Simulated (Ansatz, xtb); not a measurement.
**Two isomers of C4H6FNSi**

Structure X: `Fc1cc[nH]c1[SiH3]`, a singlet. Structure Y: `Fc1cccn1[SiH3]`, a singlet. Both are isolated molecules in the gas phase, relaxed with PBE-D3(BJ)/def2-SVP.

X (Å):

```json
{"atom": "C", "x (Å)": "-0.7325", "y (Å)": "0.5712", "z (Å)": "1.3976"}
{"atom": "C", "x (Å)": "-0.5053", "y (Å)": "-0.8274", "z (Å)": "1.3599"}
{"atom": "C", "x (Å)": "-0.8931", "y (Å)": "-1.2344", "z (Å)": "0.0822"}
{"atom": "C", "x (Å)": "-1.2476", "y (Å)": "1.0150", "z (Å)": "0.1737"}
{"atom": "F", "x (Å)": "-0.4957", "y (Å)": "1.3752", "z (Å)": "2.4447"}
{"atom": "N", "x (Å)": "-1.3290", "y (Å)": "-0.1346", "z (Å)": "-0.6059"}
{"atom": "Si", "x (Å)": "-1.7412", "y (Å)": "2.7234", "z (Å)": "-0.3796"}
{"atom": "H", "x (Å)": "-0.1090", "y (Å)": "-1.4551", "z (Å)": "2.1641"}
{"atom": "H", "x (Å)": "-0.8860", "y (Å)": "-2.2293", "z (Å)": "-0.3762"}
{"atom": "H", "x (Å)": "-1.6711", "y (Å)": "-0.1447", "z (Å)": "-1.5658"}
{"atom": "H", "x (Å)": "-2.8501", "y (Å)": "3.2950", "z (Å)": "0.4607"}
{"atom": "H", "x (Å)": "-0.5866", "y (Å)": "3.6870", "z (Å)": "-0.3478"}
{"atom": "H", "x (Å)": "-2.2270", "y (Å)": "2.5957", "z (Å)": "-1.8015"}
```

Y (Å):

```xyz
13

C    -0.5976    0.5759    1.2721
C    -0.3368   -0.7774    1.2241
C    -0.9057   -1.2291   -0.0157
C    -1.4761   -0.1394   -0.6494
F    -0.2930    1.4904    2.2018
N    -1.2862    0.9948    0.1526
Si   -1.8207    2.6695   -0.1823
H     0.1934   -1.3623    1.9820
H    -0.8930   -2.2562   -0.3979
H    -2.0050   -0.0601   -1.6049
H    -2.7638    3.1329    0.8869
H    -2.5117    2.5906   -1.5084
H    -0.6352    3.5847   -0.2488
```

Quicker runs give these differences E(Y) − E(X): GFN2-xTB −21.3 kcal/mol; HF/STO-3G −15.5 kcal/mol (at GFN2-xTB geometries); r2SCAN-D4/def2-SVP −6.2 kcal/mol (at GFN2-xTB geometries).

**Question.** Estimate E(Y) − E(X) at the level CCSD(T)/def2-SVP + ΔMP2/def2-TZVPP.

**Answer.** Calculated at CCSD(T)/def2-SVP + ΔMP2/def2-TZVPP: E(Y) − E(X) = −10.0 kcal/mol, so structure Y lies lower.

The same difference at several levels:

```
                             level             geometry  E(Y) − E(X) (kcal/mol)  departure from the last row (kcal/mol)  job, with rough time for the two
                          GFN2-xTB             GFN2-xTB                     −21.3                                   −11.3              optimisation, 0.15 s
                         HF/STO-3G             GFN2-xTB                     −15.5                                    −5.5              single point, 0.52 s
                r2SCAN-D4/def2-SVP             GFN2-xTB                      −6.2                                    +3.8               single point, 6.5 s
               PBE-D3(BJ)/def2-SVP  PBE-D3(BJ)/def2-SVP                      −5.5                                    +4.5                optimisation, 29 s
                       HF/def2-SVP  PBE-D3(BJ)/def2-SVP                     −10.6                                    −0.6           part of the CCSD(T) run
                      MP2/def2-SVP  PBE-D3(BJ)/def2-SVP                      −8.8                                    +1.2           part of the CCSD(T) run
                  CCSD(T)/def2-SVP  PBE-D3(BJ)/def2-SVP                      −9.1                                    +0.9                      single point
CCSD(T)/def2-SVP + ΔMP2/def2-TZVPP  PBE-D3(BJ)/def2-SVP                     −10.0                                                        single point, 94 s
```

As drawn, Y has 1 N–Si, 1 C–H in place of 1 C–Si, 1 N–H.

The levels shown agree on the order. The largest departure from CCSD(T)/def2-SVP + ΔMP2/def2-TZVPP is that of GFN2-xTB, 11.3 kcal/mol. The last row adds to CCSD(T) the change of the MP2 difference between the two basis sets, here −0.9 kcal/mol.

With thermal terms from frequencies at re-optimised GFN2-xTB minima (ideal gas, soft modes damped towards free rotors, one conformer each, 298.15 K, 1 atm): the zero-point term adds 0.0 kcal/mol; ΔH is −10.1 and ΔG −9.9 kcal/mol.

The correlated steps freeze 11 core orbitals. Run with Ansatz 0.2.0, xtb 6.7.1; the last row on 2 threads of Arm Neoverse V1 on a shared host.
